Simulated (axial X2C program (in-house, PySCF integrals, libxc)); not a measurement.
**Density and ELF of SnBr⁺**

Computed with an axial X2C code built on PySCF integrals. Two-component (2c) means X2C with spin–orbit coupling and atomic mean-field two-electron Coulomb and Gaunt terms. Basis: Sn dyall-cv3z [11s12p9d4f1g], Br dyall-cv3z [8s9p6d4f1g] (cores contracted in-house); Gaussian nuclei, density fitting, unrestricted open shells. Masses: Sn 119.902 u, Br 78.918 u.

PBE0, with spin–orbit coupling, state Ω = 0 (closed shell); Sn at z = 0, Br at z = 2.407 Å.

The maps cover the half plane through the axis: z from -2.4 to 4.8 Å along the bond, ρ from 0.15 to 2.25 Å away from it.

log10 of the density in e/bohr³:

```
 ρ\z  -2.4  -1.8  -1.2  -0.6   0.0   0.6   1.2   1.8   2.4   3.0   3.6   4.2   4.8
0.15  -3.2  -2.3  -1.4  -0.1   1.8  -0.1  -1.1  -0.5   1.4  -0.5  -1.4  -2.5  -3.6
0.45  -3.3  -2.3  -1.5  -0.5   0.4  -0.5  -1.2  -0.7   0.1  -0.7  -1.6  -2.6  -3.7
0.75  -3.4  -2.5  -1.7  -1.0  -0.5  -1.1  -1.4  -1.0  -0.7  -1.0  -1.8  -2.8  -3.8
1.05  -3.6  -2.7  -2.0  -1.5  -1.3  -1.5  -1.7  -1.3  -1.1  -1.4  -2.1  -3.0  -4.0
1.35  -3.8  -3.0  -2.4  -1.9  -1.8  -2.0  -2.0  -1.7  -1.6  -1.9  -2.5  -3.3  -4.2
1.65  -4.1  -3.3  -2.7  -2.4  -2.3  -2.4  -2.4  -2.2  -2.1  -2.3  -2.9  -3.6  -4.4
1.95  -4.4  -3.7  -3.1  -2.8  -2.7  -2.8  -2.8  -2.7  -2.6  -2.8  -3.3  -3.9  -4.7
2.25  -4.7  -4.1  -3.6  -3.3  -3.2  -3.3  -3.2  -3.1  -3.1  -3.3  -3.7  -4.3  -5.0
```

Electron localisation function (collinear form, no current term, damped to 0 at low density):

```
 ρ\z  -2.4  -1.8  -1.2  -0.6   0.0   0.6   1.2   1.8   2.4   3.0   3.6   4.2   4.8
0.15  0.49  0.91  0.61  0.60  0.75  0.61  0.49  0.19  0.25  0.21  0.77  0.30  0.01
0.45  0.40  0.91  0.67  0.40  0.76  0.38  0.50  0.46  0.39  0.49  0.75  0.26  0.01
0.75  0.23  0.89  0.76  0.29  0.41  0.21  0.50  0.76  0.50  0.81  0.69  0.19  0.01
1.05  0.08  0.83  0.82  0.42  0.25  0.21  0.45  0.78  0.83  0.82  0.56  0.11  0.00
1.35  0.02  0.64  0.84  0.61  0.34  0.21  0.34  0.68  0.77  0.69  0.38  0.05  0.00
1.65  0.00  0.24  0.72  0.64  0.36  0.15  0.21  0.51  0.59  0.48  0.20  0.02  0.00
1.95  0.00  0.03  0.35  0.43  0.20  0.07  0.11  0.30  0.35  0.24  0.06  0.00  0.00
2.25  0.00  0.00  0.04  0.11  0.06  0.03  0.04  0.11  0.13  0.07  0.01  0.00  0.00
```

One determinant describes the state; a PBE0 search over occupations chose it and may have missed a lower one.
